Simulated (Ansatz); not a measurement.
Total energies of TiClF₃ from Ansatz at PBE0-D4/def2-TZVPD, gas phase (1 Eh = 27.2114 eV = 2625.5 kJ/mol). The reference geometry is relaxed at PBE-D4/def2-SVP.

```csv
state,geometry,energy (Eh)
charge 0 singlet,reference,-1609.00617
charge -1 doublet,reference,-1609.05573
free Ti atom (triplet),–,-849.14320
free Cl atom (doublet),–,-459.99797
free F atom (doublet),–,-99.67703
```

(1) Work out the vertical electron affinity, to the doublet.

(2) What is the binding energy per atom against free atoms?

(1) E(charge 0 singlet) − E(charge -1 doublet) = -1609.00617 − (-1609.05573) = 0.04956 Eh = 1.35 eV.

(2) Atoms: 1 × (-849.14320) + 1 × (-459.99797) + 3 × (-99.67703) = -1608.17226 Eh. Binding: -1608.17226 − (-1609.00617) = 0.83391 Eh = 22.69 eV, or 4.54 eV for each of 5 atoms (no zero-point energy, no counterpoise term).

At PBE0-D4/def2-TZVPD the highest occupied level of the charge -1 doublet lies above zero (up to 0.92 eV). By energy differences its removal costs 1.35 eV (vertical, to the charge 0 singlet, at PBE0-D4/def2-TZVPD); a positive level beside a positive removal energy at the same level points to self-interaction error.
